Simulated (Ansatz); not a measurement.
Ansatz (a program for electronic structure) input for CH₃N₂S, SMILES [NH]C(N)=S (connectivity only; charge and spin as stated), charge -1, multiplicity 1, B3LYP-D3(BJ)/def2-SVPD. 

Ansatz 0.2 input:
```yaml
crystal:
  periodic: [false, false, false]
  atoms:
    - {symbol: N, position_ang: [0.92452829, -1.02083607, 0.86512075]}
    - {symbol: C, position_ang: [0.03504069, -0.31219956, 0.26633546]}
    - {symbol: N, position_ang: [-1.30167137, -0.65557167, 0.51815913]}
    - {symbol: S, position_ang: [0.24280840, 1.01851116, -0.78417754]}
    - {symbol: H, position_ang: [1.86410470, -0.66990093, 0.68552651]}
    - {symbol: H, position_ang: [-1.40592296, -1.61384002, 0.82667955]}
    - {symbol: H, position_ang: [-1.91335887, -0.40438589, -0.24633752]}
basis:
  gaussian:
    orbitals: def2-SVPD
hamiltonian:
  xc: b3lyp
  dispersion: d3bj
total_charge: -1
relax: {f_tol: 0.002, max_steps: 200}
```

Output:

```
WARN ansatz: RAYON_NUM_THREADS=1 ignored (pool sized by the plan → 1); use --threads N
Functional definition: B3LYP
integrals: 0.04 GiB planned
986 factors; their error is unknown
mean field: 0.39 GiB planned
mean field evaluation 1: about -14893.9582 eV, gradient 3.9e1 eV
mean field evaluation 2: about -14888.0800 eV, gradient 6.6e1 eV
mean field evaluation 4: about -14897.1391 eV, gradient 3.1e0 eV
mean field evaluation 8: about -14897.1569 eV, gradient 4.7e-2 eV
mean field evaluation 16: about -14897.2009 eV, gradient 1.1e-4 eV
mean field -14897.20085646 eV, -547.4620337895 hartree, gradient 1.3e-5 eV, S^2 0.000000; 0 other end points of the search recorded, 0 dependent functions left out
the calculation of the forces begins
reference -14897.20109913 eV, -547.4620427074 hartree; 20, 20 occupied and 91, 91 virtual orbitals, 986 factors
relax step   1: F+E_penalty+E_count = -14897.45791753 eV  Δ(F+E_penalty+E_count) = +0.000e0 eV  max|allowed force component| = 1.136e0 eV/Å  Δτ_max = 0.0000 Å  (29 SCF iters, accepted)
these checks for a lower state are left out or cut short: starts, cluster_reference, orbital_swaps, neighbouring_geometries, increment
integrals: 0.04 GiB planned
986 factors; their error is unknown
mean field: 0.39 GiB planned
mean field -14897.24064246 eV, -547.4634958982 hartree, gradient 1.6e-5 eV, S^2 0.000000; 0 other end points of the search recorded, 0 dependent functions left out
the calculation of the forces begins
reference -14897.24088495 eV, -547.4635048094 hartree; 20, 20 occupied and 91, 91 virtual orbitals, 986 factors
relax step   2: F+E_penalty+E_count = -14897.49651217 eV  Δ(F+E_penalty+E_count) = -3.859e-2 eV  max|allowed force component| = 5.657e-1 eV/Å  Δτ_max = 0.0295 Å  (32 SCF iters, accepted)
these checks for a lower state are left out or cut short: starts, cluster_reference, orbital_swaps, neighbouring_geometries, increment
integrals: 0.04 GiB planned
986 factors; their error is unknown
mean field: 0.39 GiB planned
mean field evaluation 32: about -14897.2480 eV, gradient 1.5e-5 eV
mean field -14897.24803090 eV, -547.4637674181 hartree, gradient 1.5e-5 eV, S^2 0.000000; 0 other end points of the search recorded, 0 dependent functions left out
the calculation of the forces begins
reference -14897.24827309 eV, -547.4637763187 hartree; 20, 20 occupied and 91, 91 virtual orbitals, 986 factors
relax step   3: F+E_penalty+E_count = -14897.50260159 eV  Δ(F+E_penalty+E_count) = -6.089e-3 eV  max|allowed force component| = 5.407e-1 eV/Å  Δτ_max = 0.0400 Å  (31 SCF iters, accepted)
these checks for a lower state are left out or cut short: starts, cluster_reference, orbital_swaps, neighbouring_geometries, increment
integrals: 0.04 GiB planned
986 factors; their error is unknown
mean field: 0.39 GiB planned
mean field -14897.25501132 eV, -547.4640239441 hartree, gradient 1.6e-5 eV, S^2 0.000000; 0 other end points of the search recorded, 0 dependent functions left out
the calculation of the forces begins
reference -14897.25525335 eV, -547.4640328383 hartree; 20, 20 occupied and 91, 91 virtual orbitals, 986 factors
relax step   4: F+E_penalty+E_count = -14897.50983719 eV  Δ(F+E_penalty+E_count) = -7.236e-3 eV  max|allowed force component| = 1.959e-1 eV/Å  Δτ_max = 0.0292 Å  (32 SCF iters, accepted)
these checks for a lower state are left out or cut short: starts, cluster_reference, orbital_swaps, neighbouring_geometries, increment
integrals: 0.04 GiB planned
986 factors; their error is unknown
mean field: 0.39 GiB planned
mean field -14897.25567137 eV, -547.4640482002 hartree, gradient 1.5e-5 eV, S^2 0.000000; 0 other end points of the search recorded, 0 dependent functions left out
the calculation of the forces begins
reference -14897.25591333 eV, -547.4640570921 hartree; 20, 20 occupied and 91, 91 virtual orbitals, 986 factors
relax step   5: F+E_penalty+E_count = -14897.51068756 eV  Δ(F+E_penalty+E_count) = -8.504e-4 eV  max|allowed force component| = 9.142e-2 eV/Å  Δτ_max = 0.0042 Å  (34 SCF iters, accepted)
these checks for a lower state are left out or cut short: starts, cluster_reference, orbital_swaps, neighbouring_geometries, increment
integrals: 0.04 GiB planned
986 factors; their error is unknown
mean field: 0.39 GiB planned
mean field -14897.25593255 eV, -547.4640577984 hartree, gradient 1.5e-5 eV, S^2 0.000000; 0 other end points of the search recorded, 0 dependent functions left out
the calculation of the forces begins
reference -14897.25617439 eV, -547.4640666860 hartree; 20, 20 occupied and 91, 91 virtual orbitals, 986 factors
relax step   6: F+E_penalty+E_count = -14897.51104091 eV  Δ(F+E_penalty+E_count) = -3.533e-4 eV  max|allowed force component| = 3.198e-2 eV/Å  Δτ_max = 0.0045 Å  (33 SCF iters, accepted)
these checks for a lower state are left out or cut short: starts, cluster_reference, orbital_swaps, neighbouring_geometries, increment
integrals: 0.04 GiB planned
986 factors; their error is unknown
mean field: 0.39 GiB planned
mean field -14897.25608773 eV, -547.4640635013 hartree, gradient 1.5e-5 eV, S^2 0.000000; 0 other end points of the search recorded, 0 dependent functions left out
the calculation of the forces begins
reference -14897.25632955 eV, -547.4640723879 hartree; 20, 20 occupied and 91, 91 virtual orbitals, 986 factors
relax step   7: F+E_penalty+E_count = -14897.51111936 eV  Δ(F+E_penalty+E_count) = -7.845e-5 eV  max|allowed force component| = 2.499e-2 eV/Å  Δτ_max = 0.0074 Å  (32 SCF iters, accepted)
these checks for a lower state are left out or cut short: starts, cluster_reference, orbital_swaps, neighbouring_geometries, increment
integrals: 0.04 GiB planned
986 factors; their error is unknown
mean field: 0.39 GiB planned
mean field evaluation 64: about -14897.2561 eV, gradient 1.2e-4 eV
mean field -14897.25606416 eV, -547.4640626352 hartree, gradient 1.5e-5 eV, S^2 0.000000; 0 other end points of the search recorded, 0 dependent functions left out
the calculation of the forces begins
reference -14897.25630590 eV, -547.4640715187 hartree; 20, 20 occupied and 91, 91 virtual orbitals, 986 factors
relax step   8: F+E_penalty+E_count = -14897.51114530 eV  Δ(F+E_penalty+E_count) = -2.594e-5 eV  max|allowed force component| = 2.372e-2 eV/Å  Δτ_max = 0.0044 Å  (34 SCF iters, accepted)
these checks for a lower state are left out or cut short: starts, cluster_reference, orbital_swaps, neighbouring_geometries, increment
integrals: 0.04 GiB planned
986 factors; their error is unknown
mean field: 0.39 GiB planned
mean field -14897.25610971 eV, -547.4640643089 hartree, gradient 1.5e-5 eV, S^2 0.000000; 0 other end points of the search recorded, 0 dependent functions left out
the calculation of the forces begins
reference -14897.25635150 eV, -547.4640731944 hartree; 20, 20 occupied and 91, 91 virtual orbitals, 986 factors
relax step   9: F+E_penalty+E_count = -14897.51117231 eV  Δ(F+E_penalty+E_count) = -2.701e-5 eV  max|allowed force component| = 3.907e-3 eV/Å  Δτ_max = 0.0019 Å  (34 SCF iters, accepted)
these checks for a lower state are left out or cut short: starts, cluster_reference, orbital_swaps, neighbouring_geometries, increment
integrals: 0.04 GiB planned
986 factors; their error is unknown
mean field: 0.39 GiB planned
mean field -14897.25611344 eV, -547.4640644462 hartree, gradient 1.5e-5 eV, S^2 0.000000; 0 other end points of the search recorded, 0 dependent functions left out
the calculation of the forces begins
reference -14897.25635523 eV, -547.4640733318 hartree; 20, 20 occupied and 91, 91 virtual orbitals, 986 factors
relax step  10: F+E_penalty+E_count = -14897.51117295 eV  Δ(F+E_penalty+E_count) = -6.394e-7 eV  max|allowed force component| = 1.788e-3 eV/Å  Δτ_max = 0.0003 Å  (34 SCF iters, accepted)
integrals: 0.04 GiB planned
986 factors; their error is unknown
mean field: 0.39 GiB planned
mean field evaluation 96: about -14897.2119 eV, gradient 7.3e-2 eV
mean field -14897.25611344 eV, -547.4640644462 hartree, gradient 1.5e-5 eV, S^2 0.000000; 1 other end points of the search recorded, 0 dependent functions left out
the calculation of the forces begins
reference -14897.25635523 eV, -547.4640733318 hartree; 20, 20 occupied and 91, 91 virtual orbitals, 986 factors
Total energy: -14897.51141474 eV, -547.4734465957 hartree
Atom 0 at     0.931726    -1.029645     0.891130 Å, force     0.001788    -0.000606     0.000527 eV/Å
Atom 1 at     0.036803    -0.320315     0.276504 Å, force     0.000143     0.000194    -0.000545 eV/Å
Atom 2 at    -1.305117    -0.673371     0.509470 Å, force    -0.001341    -0.000073    -0.000217 eV/Å
Atom 3 at     0.275629     1.046234    -0.810868 Å, force    -0.000591    -0.000082     0.000139 eV/Å
Atom 4 at     1.851490    -0.655301     0.669584 Å, force    -0.000200    -0.000115     0.000217 eV/Å
Atom 5 at    -1.411794    -1.631147     0.827375 Å, force     0.000197     0.000425     0.000056 eV/Å
Atom 6 at    -1.933210    -0.394677    -0.231889 Å, force     0.000004     0.000257    -0.000177 eV/Å
Dipole moment:    -0.435109    -0.444770     0.080992 e Å
```

Self-consistency was reached.
